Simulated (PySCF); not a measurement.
Species: Ge2H7N.
Structure used (PBE0-D3(BJ)/def2-SVP), in Å, numbered top down from 1:
```
atom  x, y, z in Å
N1     1.6560    0.6300    0.7432
Ge2    0.6190   -0.8505    0.3697
Ge3   -1.6893   -0.1351    0.4830
H4     2.6561    0.4424    0.7257
H5     1.4763    1.4157    0.1225
H6     0.8991   -1.4989   -1.0135
H7     0.9414   -1.8987    1.4519
H8    -2.6384   -1.2983    0.1383
H9    -1.9398    1.0028   -0.5266
H10   -2.0347    0.3821    1.8906
```

Theory: TDDFT B3LYP/def2-SVPD, vertical, gas phase, core orbitals frozen in the response (PySCF). Relativistic effects, spin–orbit coupling among them, are left out although an element past zinc is present.

Kohn–Sham orbitals with the atoms that hold most of them (Löwdin shares over 4%, at most four atoms; ? is withheld):

```csv
orbital,ε (eV),atoms
LUMO+2,0.19,"Ge2 28%, Ge3 28%, H6 11%, H7 9%"
LUMO+1,-0.07,"Ge3 39%, Ge2 12%, H8 12%, H10 11%"
LUMO,-0.34,?
HOMO,-7.14,"N1 58%, Ge2 14%, H6 10%, H4 6%"
HOMO-1,-7.97,?
HOMO-2,-9.08,"Ge3 24%, Ge2 19%, H9 14%, H10 14%"
HOMO-3,-9.32,"Ge3 41%, H8 32%, H10 12%, H9 7%"
```

Task: Which atoms hold the LUMO, and with what shares?

Result: Ge2 (bonded to Ge, N and 2 H) 32%; Ge3 (bonded to Ge and 3 H) 16%; N1 (bonded to Ge and 2 H) 11%; H4 (bonded to N) 9%. By element: germanium 48%, nitrogen 11%, hydrogen 9% or more.

Task: Give the leading atoms of the HOMO-1.

Result: Ge3 (bonded to Ge and 3 H) 31%; Ge2 (bonded to Ge, N and 2 H) 30%; N1 (bonded to Ge and 2 H) 12%; H7 (bonded to Ge) 7%. By element: germanium 61%, nitrogen 12%, hydrogen 7% or more.

Task: The HOMO–LUMO gap is 6.80 eV. Where does the response calculation put the lowest singlet, and from which orbitals?

Result: S1 is at 5.72 eV (f = 0.0086), 1.08 eV below the gap, made of HOMO→LUMO (96%). 

Task: One configuration dominates each of S1 and S2. Which, and how do the shares of the two leading atoms of either orbital change from the occupied to the empty one?

Result: 
- S1 (5.72 eV, f 0.0086), HOMO→LUMO (96%): N1 58% → 11%, Ge2 14% → 32%, Ge3 at most 6% → 16%
- S2 (6.28 eV, f 0.042), HOMO→LUMO+1 (92%): N1 58% → at most 11%, Ge2 14% → 12%, Ge3 at most 6% → 39%

Löwdin shares depend on the basis, the more so with diffuse functions.

Time: 35 s wall. Hardware: one thread, Arm Neoverse V2, on a shared host.

One conformer stands for the species.
